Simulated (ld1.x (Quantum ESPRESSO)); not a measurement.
**Cutoff test, sulfur, TM**

S, norm-conserving Troullier–Martins (Kleinman–Bylander form), made with ld1.x (Quantum ESPRESSO) 7.5 (PBE, scalar-relativistic). Core [Ne], reference 3s1 3p5. Waves: 3p (bound): rc 1.05 bohr; 3d channel at -0.1 Ry: rc 1.40 bohr; 3s (bound): rc 1.40 bohr. Local part: the s channel. Core correction: a·sin(br)/r model core, default radius (core density twice the valence density).

The pseudo-atom Hamiltonian at the reference potential is diagonalised in spherical Bessel functions j_l(qr) that vanish at 20 bohr, with q² up to the cutoff. All-electron valence levels (Ry): 3p -0.5557, 3s -1.3180.

Q: How do the lowest levels (Ry) of each channel move with the cutoff, and are there ghosts?

A:

```
cutoff (Ry)     p #1    p #2    d #1    d #2     s #1     s #2    f #1    f #2  Σ f·Δε (mRy)
          8  -0.4737  0.0328  0.0708  0.1548  -1.1644  -0.0209  0.1177  0.2501         563.3
         15  -0.4798  0.0326  0.0706  0.1531  -1.2794  -0.0272  0.1177  0.2501         418.1
         21  -0.4823  0.0325  0.0705  0.1521  -1.3099  -0.0291  0.1177  0.2501         374.7
         30  -0.4836  0.0324  0.0704  0.1513  -1.3121  -0.0293  0.1177  0.2501         366.3
         45  -0.4896  0.0323  0.0703  0.1505  -1.3154  -0.0295  0.1177  0.2501         332.7
         60  -0.5073  0.0317  0.0703  0.1502  -1.3177  -0.0296  0.1177  0.2501         242.0
         80  -0.5384  0.0308  0.0702  0.1502  -1.3179  -0.0296  0.1177  0.2501          86.5
        100  -0.5528  0.0303  0.0702  0.1502  -1.3180  -0.0296  0.1177  0.2501          14.1
        140  -0.5554  0.0302  0.0702  0.1502  -1.3180  -0.0296  0.1177  0.2501           1.3
        200  -0.5554  0.0302  0.0702  0.1502  -1.3180  -0.0296  0.1177  0.2501           1.0
        260  -0.5555  0.0302  0.0702  0.1502  -1.3180  -0.0296  0.1177  0.2501           0.5
        400  -0.5556  0.0302  0.0702  0.1502  -1.3180  -0.0296  0.1177  0.2501           0.0
```

Result: no extra level below or beside the all-electron valence levels (p, d, s, f tested); 10 mRy is reached at 110 Ry and 1 mRy at 200 Ry.

1 of 7 tests not solved or not reliable.
